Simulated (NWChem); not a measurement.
# NbF₄ cation; SMILES [F][Nb+]([F])([F])[F]

Program: NWChem. Structure relaxed at the PBE0/def2-SVP level. This spin state was assumed; another may lie lower. def2 effective core potentials on Nb; no spin-orbit coupling.

Question: Estimate the computed values for TPSS/def2-SVP (core potentials). Quantities: highest occupied level (eV); orbital gap (eV).

Answer: 
```
Quantity                      Value
---------------------------  ------
highest occupied level (eV)  -17.82
orbital gap (eV)               7.01
```
